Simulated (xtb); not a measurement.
SiHFClBr, SMILES F[SiH](Cl)Br. All values are semi-empirical tight-binding results from xtb (GFN2-xTB unless named), good for trends rather than for accurate numbers. Geometry optimised at GFN2-xTB.

Optimised geometry:

```xyz
5

Si    -0.6042    -0.4891     0.3686
F     -0.8645    -1.6403    -0.7085
Cl    -1.9493     0.9532     0.0933
Br     1.4285     0.1867    -0.0580
H     -0.6194    -1.1292     1.6577
```
Charge 0, spin multiplicity 1.

```yaml
orbital_gap: 6.30 eV
zero_point_energy: 8.7 kcal/mol
G − E(el) at 298.15 K (modified RRHO): -10.8 kcal/mol
static polarisability (D4 model): 67.7 bohr³
solvation energy, GFN2-xTB/ALPB(water): 0.6 kcal/mol
solvation energy, GFN2-xTB/ALPB(octanol): -2.4 kcal/mol
```

Task: Give the atomic charges and the Wiberg bond orders between heavy atoms. (The exact figures need the calculation; the answer reports its results.)

Result: charges (e) Si1 0.58, F2 -0.25, Cl3 -0.20, Br4 -0.11, H5 -0.03. Bond orders Si1–F2 1.11, Si1–Cl3 1.14, Si1–Br4 1.16.
